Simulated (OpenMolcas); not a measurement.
Ag2+ (d9) in a complex was computed by CASSCF with the d shell active (OpenMolcas, ANO-RCC-VDZP on the metal). Its lowest spin-free states, and all those of the highest spin:

```
2S+1  Degeneracy  E (cm-1)
   2           2       0.0
   2           2     12888
   2           1     13371
```

Question: Is the site octahedral, tetrahedral or cube-like, axial, or of lower symmetry?

Answer: The states with 2S+1 = 2 have orbital degeneracies 2, 2, 1. There are pairs but no triples, so the site is axial: not cubic, but with a proper or improper axis of order three or more. The run had Ag2+ with 6 ligands (ammonia) in trigonal antiprismatic coordination (S6) at 2.36 Å, a polar angle of 60.4° against the regular 54.74°. Ligand basis ANO-RCC-VDZP.

An orbital doublet at a regular site is open to a Jahn-Teller distortion, which this geometry leaves out. The least metal-like active orbital is 83 % on the metal (Löwdin) and no ligand orbital is active, so the numbers are rough. With metal d orbitals alone the field can be off either way by tens of per cent. Ligand-to-metal charge-transfer states are missing. No measured value stands beside these numbers; the geometry is a model, was not optimised and need not be the one that this ion takes.
